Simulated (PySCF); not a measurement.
**Worked example: dipole moment from atomic charges**

CH₃BrMgO, SMILES [Mg]([Br])[O]C. Atoms are numbered in the order given.

```xyz
7

Mg     0.0000     0.0000    -0.6023
Br     0.0000     0.0000     1.7530
O      0.0000     0.0000    -2.3767
C      0.0000     0.0000    -3.7614
H     -0.8965     0.5176    -4.1817
H      0.8965     0.5176    -4.1817
H      0.0000    -1.0352    -4.1817
```

Geometry optimised at PBE-D3(BJ)/def2-SVP. The structure was generated by enumeration; whether it is a known compound was not checked. The values are those of a single conformer.

Charges (e) from CAM-B3LYP/def2-TZVPD run with PySCF:

| atom | IAO | ESP fit |
|---|---|---|
| Mg1 | 1.635 | 0.816 |
| Br2 | -0.769 | -0.415 |
| O3 | -1.049 | -0.351 |
| C4 | -0.149 | -0.497 |
| H5 | 0.111 | 0.149 |
| H6 | 0.111 | 0.149 |
| H7 | 0.111 | 0.148 |

The dipole moment of the full density is 1.62 D.

Question: What dipole moment does each set of point charges give, and which comes closer to that of the density?

Answer: 
μ = Σ q r, and 1 e Å = 4.8032 D.
IAO: Σ q r = (0.000, 0.000, -0.672) e Å, |μ| = 3.23 D.
ESP fit: Σ q r = (0.000, 0.001, -0.380) e Å, |μ| = 1.83 D.
ESP fit comes closer in size. Point charges leave out the atoms' own dipoles (lone pairs, polarised bonds); fits to the potential absorb them, partitions of the density don't.
